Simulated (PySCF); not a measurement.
Vertical excitations of a molecule C₃H₇O₂, multiplicity 2 from TDA-PBE/def2-SVPD (PySCF), as energy in eV (oscillator strength): 3.39 (0.001), 4.26 (0.005), 4.51 (0.028), 5.31 (0.002), 5.46 (0.008), 5.62 (0.016), 5.65 (0.002), 5.66 (0.005), 5.78 (0.013), 6.08 (0.002). Geometry: B3LYP-D3(BJ)/def2-SVP. The values are those of a single conformer.

Question: Identify the compound among the candidates.
A) [CH2]C(O)CO
B) COC[CH]O
C) CC([O])CO
D) C[C](O)CO

Answer: A, [CH2]C(O)CO
